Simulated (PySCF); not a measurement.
PBE0 on Cs⁻ (caesium, charge -1), [Xe] 6s2, closed-shell 1S. All numbers are calculated (PySCF 2.14, scalar relativity by spin-free X2C-1e, in aug-cc-pVQZ-X2C (10s9p7d4f2g, 118 functions)).

```
cycle= 1 E= -7785.79905236915  delta_E= -0.00353  |g|= 0.0168  |ddm|= 3.06
cycle= 2 E= -7785.79932927681  delta_E= -0.000277  |g|= 0.00838  |ddm|= 1.08
cycle= 3 E= -7785.79938337647  delta_E= -5.41e-05  |g|= 0.000338  |ddm|= 0.385
cycle= 4 E= -7785.7993842351  delta_E= -8.59e-07  |g|= 9.74e-05  |ddm|= 0.0305
cycle= 5 E= -7785.79938432022  delta_E= -8.51e-08  |g|= 1.26e-05  |ddm|= 0.0102
cycle= 6 E= -7785.79938432162  delta_E= -1.41e-09  |g|= 1.46e-06  |ddm|= 0.00108
cycle= 7 E= -7785.79938432165  delta_E= -2.64e-11  |g|= 1.35e-07  |ddm|= 0.00046
converged SCF energy = -7785.79938432165  <S^2> = -2.1316282e-14  2S+1 = 1
```

Highest occupied orbital energy: 0.326 eV; ⟨L²⟩ = 0.00; populations by l: s 12.00, p 24.00, d 20.00, f 0.00.

Question: Can this result be used?

Answer: With care. The run converged. Spin-orbit coupling, which splits the p, d and f shells strongly at this Z, is absent. At PBE0 the highest occupied level has a positive energy, so only the finite basis holds that electron; in a semilocal or global hybrid functional this comes from self-interaction and does not mean that the real anion is unbound.
